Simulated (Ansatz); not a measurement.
`B[SiH2]Cl` + H₂Se → `Cl[SiH2][SeH]` + BH₃ at 700 K and 1 bar (cleavage of the Si–B bond).

Isolated molecules relaxed with PBE0-D4/def2-TZVP in Ansatz; ΔE leaves out vibrations. CCSD(T)/CBS adds triple-zeta CCSD(T) − MP2 to the extrapolated MP2 energy (def2 sets, frozen cores). This one scheme is used for every species. For Se outer-core shells are correlated without core-valence functions, which leaves a few kJ/mol of doubt a bond. Scalar relativity is left out up to krypton. One conformer a species, not always the lowest.

```json
{"species": "`B[SiH2]Cl`", "CCSD(T)/CBS energy (Eh)": "-776.05948", "H − E (kJ/mol)": "156.8", "S (J/(mol·K))": "388.5"}
{"species": "H₂Se", "CCSD(T)/CBS energy (Eh)": "-2401.89790", "H − E (kJ/mol)": "61.1", "S (J/(mol·K))": "251.1"}
{"species": "`Cl[SiH2][SeH]`", "CCSD(T)/CBS energy (Eh)": "-3151.43476", "H − E (kJ/mol)": "124.3", "S (J/(mol·K))": "403.7"}
{"species": "BH₃", "CCSD(T)/CBS energy (Eh)": "-26.55200", "H − E (kJ/mol)": "96.5", "S (J/(mol·K))": "225.0"}
```

H − E and S are ideal-gas, rigid-rotor, harmonic terms from PBE0-D4/def2-TZVP, for one conformer and one mirror image of each species. 1 Eh = 2625.50 kJ/mol, R = 8.31446 J/(mol·K).

Problem. By hand: ΔE, ΔH, ΔS and ΔG.

Solution. ΔE = (-3151.43476) + (-26.55200) − (-776.05948) − (-2401.89790) = -0.02938 Eh = -77.1 kJ/mol. Δ(H − E) = 124.3 + 96.5 − 156.8 − 61.1 = 2.9, so ΔH = -74.2 kJ/mol. ΔS = 403.7 + 225.0 − 388.5 − 251.1 = -10.9 J/(mol·K). ΔG = -74.2 − 700 × (-10.9)/1000 = -66.6 kJ/mol.

Problem. By hand: the equilibrium constant, and the temperature at which ΔG would vanish if ΔH and ΔS stayed fixed.

Solution. log₁₀ K = −ΔG/(RT ln 10) = 5.0. ΔG = 0 at ΔH/ΔS = 6807 K, far beyond where these terms or the molecules hold.

The number of gas molecules stays the same, so ΔS is small and ΔH decides. A doubt of 5 kJ/mol in ΔE shifts log₁₀ K by 0.4 here. Other conformers and mirror images would add mixing entropy, several J/(mol·K) or more a flexible species. These are equilibria of isolated gas molecules and say nothing of rates. Largest T1 diagnostic: 0.010 (customary marks: 0.02 for closed shells, 0.045 for open ones).
